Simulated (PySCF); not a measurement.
Simulation results for BGeH₈NSi, GeH₈OSi₂, CH₇GeSi

All values are calculated (PySCF 2.14.0). Calculation on a computer-drawn molecule: the log of a Hartree-Fock and frozen-core CCSD(T) single point meant for a local Hartree-Fock minimum, with one planted fault or none, to be diagnosed. Offsets are logged minus clean, where the clean run is the same molecule without the fault. The reference is restricted for singlets and unrestricted otherwise, and also for a bond in bohr or an excited solution. Adding or removing an electron swaps singlet and doublet. The excited solution moves the top pair (singlet) or top alpha electron (doublet) to the lowest empty orbital. Highest occupied and lowest empty are orbital energies over both spins, largest force is the largest gradient component, triples share is (T) over the correlation energy, the T1 limit is 0.02 restricted and 0.045 unrestricted, electrons count all cores, a negative frequency is imaginary (commonest isotopes), and the dipole is about the centre of nuclear charge; on germanium a core potential holds 10 electrons, which the energies leave out, and 3d is frozen in MP2 and coupled-cluster steps.

Common to all runs: meant charge 0; meant basis cc-pV(D+d)Z; meant basis and core potential on germanium cc-pVDZ-PP ECP10MDF; logged SCF converged yes; logged CC converged yes; logged SCF stable within its kind yes; possible faults no fault, one electron removed, one electron added, multiplicity raised by two, geometry at a saddle point, SCF held on an excited solution, minimal basis STO-3G, one bond length entered in bohr, all coordinates scaled.

(1) BGeH₈NSi

Logged structure:
```xyz
12
BGeH8NSi
Si     1.6963     1.2052    -0.1355
N      1.2330    -0.2648    -0.9751
B      0.2191    -0.5000    -1.9177
Ge    -1.1202     0.9469    -2.6356
H      0.5864     1.7219     0.6905
H      2.8354     0.8429     0.7356
H      2.1146     2.2550    -1.0863
H      1.7870    -1.0693    -0.7399
H      0.1002    -1.6159    -2.3547
H     -0.9947     1.0715    -4.1629
H     -2.5671     0.5228    -2.3346
H     -0.9259     2.3545    -2.0460
```

* meant multiplicity: 1
* logged electrons: 65
* logged basis functions: 114
* logged spin squared: 0.7606
* logged highest occupied: -16.003 eV
* logged lowest empty: -7.6029 eV
* logged largest force: 0.079544 hartree/bohr
* logged T1 diagnostic: 0.035429
* logged D1 diagnostic: 0.22381
* logged triples share: 0.026037
* logged dipole magnitude: 7.3468 debye
* logged energy HF: -665.80004 hartree
* logged energy CCSD(T): -666.29708 hartree
* planted fault: ?

Drawn bonds:
```csv
atom,other atom,order
1,2,1
2,3,1
3,4,1
1,5,1
1,6,1
1,7,1
2,8,1
3,9,1
4,10,1
4,11,1
4,12,1
```

(2) GeH₈OSi₂

Logged structure:
```xyz
12
GeH8OSi2
Si    -0.4527     0.1658    -3.0556
O     -0.0502     0.6229    -1.6022
Si     0.9463     1.1861    -0.5138
Ge    -0.1443     1.2964     1.5115
H     -0.3066     1.2480    -3.9627
H     -1.8035    -0.2603    -3.0393
H      0.3787    -0.9058    -3.4750
H      1.3983     2.4773    -0.9025
H      2.0808     0.3338    -0.4180
H      0.7585     1.8191     2.5524
H     -1.3139     2.1865     1.4263
H     -0.6055    -0.0380     1.9287
```

- meant multiplicity: 1
- logged electrons: 76
- logged basis functions: 123
- logged spin squared: 0
- logged highest occupied: -10.625 eV
- logged lowest empty: 3.2894 eV
- logged largest force: 0.025625 hartree/bohr
- logged T1 diagnostic: 0.011148
- logged D1 diagnostic: 0.02486
- logged triples share: 0.020865
- logged dipole magnitude: 0.53415 debye
- logged energy HF: -950.82995 hartree
- logged energy CCSD(T): -951.38692 hartree
- planted fault: ?

Drawn bonds:
```csv
atom,other atom,order
1,2,1
2,3,1
3,4,1
1,5,1
1,6,1
1,7,1
3,8,1
3,9,1
4,10,1
4,11,1
4,12,1
```

(3) CH₇GeSi

Logged structure:
```xyz
10
CH7GeSi
Si     0.0555     1.9333     0.7993
C      1.1498     0.5668     1.0535
Ge     0.3715    -1.1222     1.0629
H     -0.6211     1.7960    -0.4115
H     -0.8846     1.9998     1.8261
H      0.7673     3.1319     0.7738
H      1.6389     0.6876     1.9504
H      1.8691     0.5670     0.3160
H      1.3559    -2.1367     1.3656
H     -0.2521    -1.4130    -0.2083
```

- meant multiplicity: 2
- logged electrons: 59
- logged basis functions: 95
- logged spin squared: 0.7537
- logged highest occupied: -8.5342 eV
- logged lowest empty: 1.4706 eV
- logged largest force: 0.047407 hartree/bohr
- logged T1 diagnostic: 0.010129
- logged D1 diagnostic: 0.024096
- logged triples share: 0.02421
- logged dipole magnitude: 0.89499 debye
- logged energy HF: -624.18876 hartree
- logged energy CCSD(T): -624.58443 hartree
- planted fault: ?

Drawn bonds:
```csv
atom,other atom,order
1,2,1
2,3,1
1,4,1
1,5,1
1,6,1
2,7,1
2,8,1
3,9,1
3,10,1
```

Questions
1. Give the missing planted fault for BGeH₈NSi (entry 1).
2. Which fault was planted in the run of GeH₈OSi₂ (entry 2)?
3. CH₇GeSi (entry 3): planted fault?

Calculated values
1. one electron removed
2. all coordinates scaled, by -4.0 %
3. all coordinates scaled, by -6.0 %

Further results for BGeH₈NSi (entry 1):

* HF energy offset from clean run: 219.2 kcal/mol
* CCSD(T) energy offset from clean run: 244.8 kcal/mol

Further results for GeH₈OSi₂ (entry 2):

* HF energy offset from clean run: 12.56 kcal/mol
* CCSD(T) energy offset from clean run: 15.65 kcal/mol

Further results for CH₇GeSi (entry 3):

* HF energy offset from clean run: 21.01 kcal/mol
* CCSD(T) energy offset from clean run: 24.31 kcal/mol
